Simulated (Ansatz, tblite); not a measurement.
Removing and adding an electron: B₄As₅H₁₆⁺, a cluster cut from zinc blende BAs (hydrogen-capped). Charge 1, multiplicity 1. Geometry: PBE-D4/def2-SVP. Ansatz, gas phase; energy differences of separate SCF runs; the oxidised species was run as a doublet alone; the reduced species was run as a doublet alone.

```xyz
25

As   -2.2354    0.8480    0.0766
As    0.6929    1.6194    1.6181
As   -0.3165   -1.5234    1.3631
As   -0.6224   -1.2770   -1.9244
As    2.3060   -0.5065   -0.3831
B    -0.9840    0.4078    1.6647
B    -1.5702    0.5457   -1.8450
B     1.9928    1.4828    0.0312
B     0.6936   -1.8030   -0.4167
H    -2.6901    2.2865    0.2430
H    -3.5370    0.1188    0.3705
H     0.2203    3.0533    1.7734
H     1.3787    1.4154    2.9598
H    -1.4727   -2.5035    1.4722
H     0.5436   -1.9720    2.5328
H    -1.5939   -2.4410   -2.0403
H     0.1192   -1.4141   -3.2415
H     3.3238   -1.1481    0.5467
H     3.0285   -0.6475   -1.7104
H    -1.5695    0.5117    2.7250
H    -2.5094    0.5602   -2.6177
H    -0.7046    1.3837   -2.0373
H     3.0476    2.0205    0.3102
H     1.3974    1.9375   -0.9318
H     1.0613   -2.9553   -0.5391
```

The xTB rows come from tblite. HOMO above LUMO, or a gap near zero within one spin, warns that the state may not be the lowest or that an electron is smeared out.

```
           level  −HOMO (eV)  vertical IE (eV)  −LUMO (eV)  vertical EA (eV)  HOMO–LUMO gap (eV)  IE − EA (eV)                                  remarks
        GFN1-xTB       15.25             17.27        9.86              7.75                5.39          9.53                                        –
        GFN2-xTB       14.14             16.10        8.44              6.59                5.71          9.51                                        –
 PBE-D4/def2-SVP       10.51                 –        5.31              3.45                5.20             –  gap within one spin near zero (doublet)
PBE0-D4/def2-SVP       11.68             13.24        4.53              3.26                7.15          9.98                                        –
```

Run but left out: PBE-D4/def2-SVP (charge +2 doublet: an occupied level 0.10 eV above an empty one).   Raw xTB energy differences between charge states are shifted by several eV; the methods need an empirical correction for them.
